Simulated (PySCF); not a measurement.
## SnF at r²SCAN

Level: r²SCAN. PySCF, scalar-relativistic core potentials, basis sets Sn cc-pVDZ-PP with ECP28, F cc-pVDZ.

- state: ²Π (doublet), unpaired electrons π ↑
- bond length: 1.970 Å
- harmonic wavenumber: 598 cm⁻¹
- force constant: 3.45 mdyn/Å
- rotational constant Be: 0.2648 cm⁻¹
- anharmonicity ωexe: 2.59 cm⁻¹
- vibration–rotation constant αe: 0.00159 cm⁻¹
- well depth De to Sn + F: 459 kJ/mol
- dissociation energy D0: 456 kJ/mol
- bond order (Mayer): 0.98
- dipole moment (positive dipole means Sn(−)F(+)): -2.53 D

These are scalar-relativistic numbers at best; spin–orbit coupling would shift them, the dissociation energy most. The state is the lowest determinant that a PBE0 search found; another state may lie lower at other levels.
